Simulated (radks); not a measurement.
Dynamic dipole polarisability and lines of the selenium ion Se5+, [Ar] 3d10 4s1. Method: scalar-relativistic Kohn-Sham, PBE, spin-polarised, spherical densities, finite nucleus; open shells are filled with parallel spins first; Fermi nuclear charge, rms radius of each element as measured or else 0.836 A^(1/3) + 0.57 fm; computed with a radial shooting solver on a logarithmic mesh with Libxc functionals. Time-dependent linear response with the Hartree and adiabatic LDA kernel, continuum included through the Sternheimer equations, no spin-orbit coupling, so fine structure and intercombination lines are absent. Lines are the poles of the dipole polarisability below minus the highest occupied eigenvalue, found on a grid refined at the orbital gaps; the lowest seven at most are given, and weak or close lines can be missed. The first line takes the name of the lowest orbital gap if no other gap lies below it; otherwise a line is named after a gap within 0.6 % of it, if that gap stands alone.

| photon energy (eV) | alpha (bohr^3) |
|---|---|
| 0 | 2.846 |
| 1.254 | 2.862 |
| 6.271 | 3.317 |
| 11.287 | 5.554 |
| 16.303 | -22.50 |
| 21.320 | -2.230 |
| 26.336 | -0.7875 |
| 31.353 | -0.2658 |
| 36.369 | 0.01626 |
| 41.385 | 0.2304 |
| 46.402 | -3.245 |
| 51.418 | 0.4337 |
| 56.435 | 0.8480 |
| 61.451 | 3.662 |
| 66.467 | -0.4231 |
| 71.484 | 0.08180 |

Lines (eV, oscillator strength): 15.512 (79.93 nm, 4s-4p), f = 0.780; 46.310 (26.77 nm, unassigned), f = 0.0407; 58.995 (21.02 nm, 4s-6p), f = 0.0166; 59.881 (20.70 nm, unassigned), f = 0.0646; 62.217 (19.93 nm, unassigned), f = 0.473; 64.898 (19.10 nm, 4s-7p), f = 0.00669; 68.213 (18.18 nm, 4s-8p), f = 0.00451. Higher lines, where found, are left out when the end of the mesh affects them. Those listed give 89 % of the static polarisability (sum of f/w^2). Orbital energy gaps for comparison: 4s-4p 14.499 eV; 4s-5p 46.657 eV; 4s-6p 59.118 eV; 3d-4p 59.909 eV; 3d-4p down 61.582 eV. At laser wavelengths: 1550 nm 2.852, 1064 nm 2.860, 780 nm 2.871, 532 nm 2.902, 355 nm 2.975, 266 nm 3.085, 193 nm 3.345 bohr^3.
